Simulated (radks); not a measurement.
Results of a calculation; reference values are marked as such.
Q: These are the eigenvalues of the occupied orbitals of an atom or ion with whole-number occupations (hartree). Level of theory: Dirac Kohn-Sham, PBE, spin-unpolarised, spherical densities, finite nucleus; Fermi nuclear charge, rms radius of each element as measured or else 0.836 A^(1/3) + 0.57 fm (a radial shooting solver on a logarithmic mesh with Libxc functionals).

orbital  eigenvalue
1s1/2     -88.84653
2s1/2      -8.20927
2p1/2      -6.21247
2p3/2      -6.16602
3s1/2      -1.01466
3p1/2      -0.61904
3p3/2      -0.61541

Which element is it, and in what charge state? The configuration may be excited. Open shells, if any, fill j = l - 1/2 first.

A: Z = 16, sulfur, charge +1: S+ in [Ne] 3s2 3p3. The list shows which subshells hold electrons but not how many an open one holds; the 1s level, -88.847 hartree, gives Z - s = 13.3 by -(Z - s)^2/2, which with screening and relativity narrows Z to a few neighbours, and the depths of the outer levels then fix element, charge and occupations together.
